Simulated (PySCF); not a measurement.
**Spinor energies of Ga¹⁵⁺ (gallium, charge +15)**

Start: [Ne] 3s2 3p4; 3p1/2 filled at m_j = -1/2, +1/2; 3p3/2 filled at m_j = +1/2, +3/2. Calculated with PySCF 2.14 in an uncontracted even-tempered set (19 s from 1.3 bohr⁻², ratio 2.4; 13 p from 1.7 bohr⁻², ratio 2.4; 5 d from 8.4 bohr⁻², ratio 2.6; 4 f from 13 bohr⁻², ratio 2.6): generalised Hartree-Fock with the X2C-1e Hamiltonian and a Gaussian nucleus; one run each with spin-orbit coupling (SO) switched off, then screened by Boettger's factors.

```tsv
spinor shell	electrons	ε, spin-free (eV)	ε, screened SO (eV)	weight of nominal j (screened SO)	rms radius, screened SO (bohr)
1s1/2	2	-10970.0	-10969.4	1.000	0.0560
2s1/2	2	-1863.6	-1863.3	1.000	0.233
2p1/2	2	-1686.2	-1706.6	0.997	0.206
2p3/2	4	-1686.2	-1676.0	0.999	0.209
3s1/2	2	-607.21	-607.11	1.000	0.603
3p1/2	2	-553.12	-556.95	0.729	0.599
3p3/2	2	-553.12	-550.28	0.771	0.603
```

```tsv
quantity	spin-free	screened SO
E (hartree)	-1831.74302	-1831.90578
M_J	2	2
⟨J²⟩	6.002	6.005
⟨L²⟩	2.001	2.400
⟨S²⟩	2.001	1.804
```

Each row is a mean over spinors that exchange with the open shell spreads, by up to 17.335 eV (3s1/2).

Rows whose weight is well below 1 are mixtures of j = l ± 1/2: exchange outweighs spin-orbit coupling there, and the label is only the starting occupation.

Without spin-orbit coupling the j labels of p, d and f shells carry no meaning; the spin-free column gives the mean over the occupied spinors of each nl shell.
